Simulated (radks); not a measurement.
Spherical quantum dot in the effective-mass picture: electrons in a hard-walled sphere of radius 6.07, with a point charge +2 (a donor) at the centre, all in effective atomic units (hartree* = m*/eps^2 hartree, bohr* = eps/m* bohr), one dielectric constant everywhere. Calculated with a radial shooting solver with Libxc functionals: non-relativistic Kohn-Sham, PBEsol, spin-polarised, spherical densities. Levels are named by radial order and angular momentum (1s, 1p, 1d, 2s, ...), and open shells are averaged over m.

N = 18, configuration 1s2 1p6 1d(up 5, down 3) 2s2. This is the lowest configuration that the search found. Occupied and some empty levels:

level    occupation  eigenvalue (hartree*)  <r> (bohr*)
1s up             1                 3.2192        1.307
1s down           1                 3.2205        1.253
2s up             1                 3.3888        3.954
2s down           1                 3.4039        3.999
1p up             3                 3.4246        4.309
1p down           3                 3.4411        4.301
1d up             5                 3.5432        4.434
1d down           3                 3.5603        4.430
1f up             0                 3.7065        4.536
1f down           0                 3.7239        4.534
1g up             0                 3.9114        4.624
1g down           0                 3.9292        4.622
2p up             0                 4.0711        3.027
2p down           0                 4.0792        3.015

Energy (hartree*): total 27.0789, kinetic 9.8608, external -14.314, Hartree 36.691, exchange-correlation -5.1594.

Electron density:

r (bohr*)  n(r) (e/bohr*^3)
0.319                 1.039
0.622                0.3478
0.924                0.1258
1.23                0.04898
1.53                0.02111
1.83                0.01130
2.13               0.008735
2.44               0.009448
2.74                0.01207
3.04                0.01602
3.34                0.02089
3.65                0.02604
3.95                0.03054
4.25                0.03315
4.55                0.03252
4.86                0.02782
5.16                0.01954
5.46               0.009961
5.76               0.002653
6.06              5.852e-06
